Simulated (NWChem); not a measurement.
diglyme (C₆H₁₄O₃); SMILES COCCOCCOC

```xyz
23

C     -0.2156     4.3525    -0.2663
O      0.7273     3.3900     0.1620
C      0.4938     2.0829    -0.3354
C     -0.5402     1.3228     0.5091
O     -0.8116     0.0277    -0.0010
C      0.1518    -0.9578     0.3306
C     -0.4047    -2.3007    -0.1215
O      0.5626    -3.2856     0.1767
C      0.1547    -4.5832    -0.1959
H      0.1121     5.3158     0.1338
H     -1.2323     4.1500     0.1028
H     -0.2537     4.4178    -1.3654
H      0.1620     2.1069    -1.3855
H      1.4607     1.5696    -0.3021
H     -1.4976     1.8544     0.4981
H     -0.1951     1.2738     1.5535
H      0.3348    -0.9773     1.4166
H      1.1164    -0.7804    -0.1675
H     -0.6195    -2.2673    -1.2025
H     -1.3552    -2.5035     0.3988
H     -0.0313    -4.6570    -1.2798
H      0.9648    -5.2665     0.0725
H     -0.7624    -4.8904     0.3328
```
Atoms are numbered in this order, from 1.

Results from NWChem. Pople sets run with spherical d functions. Geometry: optimised at B3LYP/6-31G* (spherical d). Not confirmed as a minimum by frequencies. Absolute isotropic GIAO shieldings of the C sites, static isolated molecule.

```
row  σ, B3LYP/6-31G* (ppm)  σ, PBE/pcSseg-1 (ppm)
---  ---------------------  ---------------------
C7                   120.3                  102.4
C6                   122.1               withheld
C3                   123.6                  106.6
C4                   124.7                  108.5
C9                   133.1                  117.7
C1                   134.3                  118.9
```

Fit a straight line of the last column on the one before it, predict the withheld value, and compare with the run.


1. Means of the 5 shown rows: x = 127.20, y = 110.82. Slope Σ(x − x̄)(y − ȳ)/Σ(x − x̄)² = 177.1/152.0 = 1.164; intercept -37.24.
2. The shown rows scatter about the line by 0.33 (root mean square); the largest residual is +0.6, at C4.
3. At x = 122.1 (C6; inside the shown range) the line gives 104.9.
4. The run gives 104.9, 0.0 from the line, 0.0 times the scatter.
